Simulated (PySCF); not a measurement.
C2H7ClOZr, SMILES [CH3][Zr]([CH3])([OH])[Cl], multiplicity 1.

Geometry optimised at B3LYP-D3(BJ)/def2-SVP. The multiplicity is an assumed one; other spin states were not compared. The def2 effective core potentials stand for the cores of Zr; spin–orbit coupling is left out. One conformer was computed; it need not be the lowest.

Method: PySCF with PBE/def2-TZVP.

Symmetry labels are those of the subgroup Cs that the program uses (full group Cs).

Problem. List the valence orbital energies around the gap with their symmetry. (The exact figures need the calculation; the answer reports its results.)

Solution. 
```tsv
orbital	symmetry	energy (eV)
HOMO−7	A"	-9.34
HOMO−6	A'	-8.69
HOMO−5	A"	-8.32
HOMO−4	A'	-8.25
HOMO−3	A"	-7.75
HOMO−2	A'	-7.67
HOMO−1	A'	-6.52
HOMO	A"	-6.35
LUMO	A'	-2.20
LUMO+1	A"	-1.95
LUMO+2	A'	-1.13
LUMO+3	A'	-0.79
```
